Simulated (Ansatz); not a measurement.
## Forces away from equilibrium

BH3S2O (SMILES OB(S)S), singlet, displaced at random from its PBE0-D4/def2-TZVP minimum.

O1  (-1.286, 0.649, 0.370)
B2  (-0.135, 0.149, 0.281)
S3  (0.871, -0.323, 1.928)
S4  (0.744, -0.406, -1.238)
H5  (-1.861, 0.978, -0.481)
H6  (1.796, -1.051, 1.353)
H7  (-0.303, 0.011, -2.253)
(Å)

Program: Ansatz 0.2.0. Basis: def2-TZVPP. Cores are frozen in the correlated methods.

CCSD(T) forces from the calculation:
```csv
atom,Fx,Fy,Fz (eV/Å)
O1,-6.861,3.621,-2.160
B2,5.528,-3.054,0.304
S3,-1.764,1.102,-0.916
S4,-1.963,0.966,-1.855
H5,2.604,-1.485,3.187
H6,0.501,-0.367,-0.537
H7,1.955,-0.784,1.977
```

Which atom feels the largest CCSD(T) force, and how large is it?

O1, 8.05 eV/Å, along (-0.85, 0.45, -0.27).

Root-mean-square difference of the force components from those of CCSD(T): PBE-D4 0.223; r2SCAN-D4 0.145; PBE0-D4 0.166; wB97M-V 0.124 eV/Å.

No T1 diagnostic of these runs exceeds 0.014. These are differences at one structure, and CCSD(T) in triple zeta is itself an approximation.

For scale, one of the runs: CCSD(T)/def2-TZVPP forces, 188 basis functions (an equivalent command: `ansatz run in.yaml --threads 4`). Hardware: 4 CPU threads, shared host. Wall time 120 s; peak host memory 3.6 GiB.
